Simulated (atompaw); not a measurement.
# Building the PAW (atompaw) potential for cobalt (Co) (PBE, scalar-relativistic).

atompaw 4.2.0.5 input, output lines left out:

```
Co 27
GGA-PBE scalarrelativistic loggrid 1500 logderivrange -10 5 376
4 4 3 0 0 0
4 0 0
4 1 0
3 2 6
0 0 0
c
c
c
v
c
v
v
v
2
2.25 1.80 2.10 1.80
y
-1.85
n
n
y
0.95
n
custom polynom2 7 10 vanderbiltortho besselshape
bessel
2.25
2.25
1.35
2.25
2.00
2.00
```

All-electron outer shells of the reference configuration (PBE, scalar-relativistic, ld1.x):

```json
{"shell": "3s", "level (eV)": "-140.75", "outermost node (bohr)": "0.31", "outermost maximum (bohr)": "0.66"}
{"shell": "3p", "level (eV)": "-103.76", "outermost node (bohr)": "0.28", "outermost maximum (bohr)": "0.67"}
{"shell": "3d", "level (eV)": "-45.17", "outermost node (bohr)": "–", "outermost maximum (bohr)": "0.66"}
{"shell": "4s", "level (eV)": "-32.40", "outermost node (bohr)": "0.94", "outermost maximum (bohr)": "1.95"}
{"shell": "4p", "level (eV)": "-24.81", "outermost node (bohr)": "1.00", "outermost maximum (bohr)": "2.23"}
```

(1) Estimate the cutoffs (Ry, on a coarse ladder) from which the occupation-weighted sum of valence levels, in a spherical-Bessel basis at the reference potential, stays within 10 and 1 mRy of its value at 400 Ry.

(2) Does the potential have ghost states?

(3) Is the overlap operator S = 1 + Σ q|β⟩⟨β| positive definite (Bessel basis up to 400 Ry)?

(4) Which valence shell sets the plane-wave cutoff?

Answers

(1) 180 Ry and over 300 Ry.

(2) No extra level below or beside the all-electron valence levels (s, p, d, f tested).

(3) Yes: its lowest eigenvalue is 0.21 (s channel).

(4) 3p: its level needs 200 Ry to come within 1 mRy, against 25 Ry for 3d.
